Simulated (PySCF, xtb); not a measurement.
Be(H)(SeH) (BeH2Se), SMILES [BeH][SeH].

xtb with GFN2-xTB at its own geometry gives an orbital gap of 4.17 eV and a dipole moment of 2.73 D.

Geometry: PBE0-D3(BJ)/def2-TZVP.

Problem. What does B3LYP/def2-TZVPD (PySCF) give? (The exact figures need the calculation; the answer reports its results.)

Solution. gap 5.89 eV (levels -7.17 and -1.29 eV), dipole 0.43 D.
